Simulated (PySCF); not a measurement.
Species: C6H9P.
Bonds: C1–C2, C2–C3 (triple), C3–P4, P4–C5 (double), C5–C6, C5–C7. Hydrogens: H8, H9, H10 on C1; H11, H12, H13 on C6; H14, H15, H16 on C7.

Computed with TDDFT CAM-B3LYP/def2-SVPD, vertical, gas phase, core orbitals frozen in the response in PySCF 2.14.0, density-fitted response routines. Geometry: GFN2-xTB; no solvent, vibrations or thermal averaging.

Broadening: Gaussians 0.5 eV wide at half height, area fixed by f = 4.319×10⁻⁹ ∫ε dν̃. The width is an assumption, not a result. The curve ends short of the highest state used, and states not computed would add to its high-energy end.

```json
{"λ (nm)": "198.1", "ε (L mol⁻¹ cm⁻¹)": "6068"}
{"λ (nm)": "200.4", "ε (L mol⁻¹ cm⁻¹)": "5062"}
{"λ (nm)": "202.8", "ε (L mol⁻¹ cm⁻¹)": "3787"}
{"λ (nm)": "205.2", "ε (L mol⁻¹ cm⁻¹)": "2588"}
{"λ (nm)": "207.6", "ε (L mol⁻¹ cm⁻¹)": "1647"}
{"λ (nm)": "209.9", "ε (L mol⁻¹ cm⁻¹)": "1027"}
{"λ (nm)": "212.3", "ε (L mol⁻¹ cm⁻¹)": "622"}
{"λ (nm)": "214.7", "ε (L mol⁻¹ cm⁻¹)": "385"}
{"λ (nm)": "217.1", "ε (L mol⁻¹ cm⁻¹)": "248"}
{"λ (nm)": "219.4", "ε (L mol⁻¹ cm⁻¹)": "166"}
{"λ (nm)": "221.8", "ε (L mol⁻¹ cm⁻¹)": "110"}
{"λ (nm)": "224.2", "ε (L mol⁻¹ cm⁻¹)": "73"}
{"λ (nm)": "226.6", "ε (L mol⁻¹ cm⁻¹)": "49"}
{"λ (nm)": "228.9", "ε (L mol⁻¹ cm⁻¹)": "40"}
{"λ (nm)": "231.3", "ε (L mol⁻¹ cm⁻¹)": "47"}
{"λ (nm)": "233.7", "ε (L mol⁻¹ cm⁻¹)": "85"}
{"λ (nm)": "236.1", "ε (L mol⁻¹ cm⁻¹)": "173"}
{"λ (nm)": "238.4", "ε (L mol⁻¹ cm⁻¹)": "338"}
{"λ (nm)": "240.8", "ε (L mol⁻¹ cm⁻¹)": "644"}
{"λ (nm)": "243.2", "ε (L mol⁻¹ cm⁻¹)": "1147"}
{"λ (nm)": "245.6", "ε (L mol⁻¹ cm⁻¹)": "1913"}
{"λ (nm)": "247.9", "ε (L mol⁻¹ cm⁻¹)": "2945"}
{"λ (nm)": "250.3", "ε (L mol⁻¹ cm⁻¹)": "4355"}
{"λ (nm)": "252.7", "ε (L mol⁻¹ cm⁻¹)": "6085"}
{"λ (nm)": "255.1", "ε (L mol⁻¹ cm⁻¹)": "8055"}
{"λ (nm)": "257.4", "ε (L mol⁻¹ cm⁻¹)": "10046"}
{"λ (nm)": "259.8", "ε (L mol⁻¹ cm⁻¹)": "12063"}
{"λ (nm)": "262.2", "ε (L mol⁻¹ cm⁻¹)": "13834"}
{"λ (nm)": "264.6", "ε (L mol⁻¹ cm⁻¹)": "15188"}
{"λ (nm)": "266.9", "ε (L mol⁻¹ cm⁻¹)": "15977"}
{"λ (nm)": "269.3", "ε (L mol⁻¹ cm⁻¹)": "16211"}
{"λ (nm)": "271.7", "ε (L mol⁻¹ cm⁻¹)": "15847"}
{"λ (nm)": "274.1", "ε (L mol⁻¹ cm⁻¹)": "14956"}
{"λ (nm)": "276.4", "ε (L mol⁻¹ cm⁻¹)": "13711"}
{"λ (nm)": "278.8", "ε (L mol⁻¹ cm⁻¹)": "12140"}
{"λ (nm)": "281.2", "ε (L mol⁻¹ cm⁻¹)": "10431"}
{"λ (nm)": "283.6", "ε (L mol⁻¹ cm⁻¹)": "8711"}
{"λ (nm)": "285.9", "ε (L mol⁻¹ cm⁻¹)": "7146"}
{"λ (nm)": "288.3", "ε (L mol⁻¹ cm⁻¹)": "5668"}
{"λ (nm)": "290.7", "ε (L mol⁻¹ cm⁻¹)": "4388"}
{"λ (nm)": "293.1", "ε (L mol⁻¹ cm⁻¹)": "3320"}
{"λ (nm)": "295.4", "ε (L mol⁻¹ cm⁻¹)": "2490"}
{"λ (nm)": "297.8", "ε (L mol⁻¹ cm⁻¹)": "1807"}
{"λ (nm)": "300.2", "ε (L mol⁻¹ cm⁻¹)": "1287"}
{"λ (nm)": "302.6", "ε (L mol⁻¹ cm⁻¹)": "899"}
{"λ (nm)": "304.9", "ε (L mol⁻¹ cm⁻¹)": "627"}
{"λ (nm)": "307.3", "ε (L mol⁻¹ cm⁻¹)": "424"}
{"λ (nm)": "309.7", "ε (L mol⁻¹ cm⁻¹)": "282"}
{"λ (nm)": "312.1", "ε (L mol⁻¹ cm⁻¹)": "185"}
{"λ (nm)": "314.4", "ε (L mol⁻¹ cm⁻¹)": "122"}
{"λ (nm)": "316.8", "ε (L mol⁻¹ cm⁻¹)": "78"}
{"λ (nm)": "319.2", "ε (L mol⁻¹ cm⁻¹)": "49"}
{"λ (nm)": "321.6", "ε (L mol⁻¹ cm⁻¹)": "31"}
{"λ (nm)": "323.9", "ε (L mol⁻¹ cm⁻¹)": "19"}
{"λ (nm)": "326.3", "ε (L mol⁻¹ cm⁻¹)": "12"}
{"λ (nm)": "328.7", "ε (L mol⁻¹ cm⁻¹)": "7"}
```

(1) Where are the band maxima, and which computed states make them?

(2) Coming from long wavelengths, where does ε first pass 100 L mol⁻¹ cm⁻¹?

(3) On this curve, what absorbance would a 10⁻⁵ mol/L sample give at 308 nm over a 1 cm path?

## Answers

(1) 269 nm (4.61 eV), ε about 16000, made up of S2 (99%) (ε in L mol⁻¹ cm⁻¹; maxima over ε = 5, shares over 10%). At its high-energy end, 6.26 eV, the curve is still rising (ε about 6100, from S6). The states used: S1 4.52 eV (f 0.0044); S2 4.61 eV (f 0.297); S3 5.52 eV (f 0.0001); S4 5.85 eV (f 0.0037); S5 6.18 eV (f 0.0001); S6 6.34 eV (f 0.118); S7 6.63 eV (f 0.0001); S8 6.86 eV (f 0.092).

(2) At about 315 nm (3.93 eV), 0.59 eV below S1.

(3) 308 nm is 4.025 eV, where ε is about 380 L mol⁻¹ cm⁻¹, so A = ε c l ≈ 0.0038 (Beer–Lambert, with the gas-phase spectrum and the assumed width).

Cost: about 2 min of CPU time on one thread (with the writing of density and orbital grids); the machine was shared, so the figure is rough.
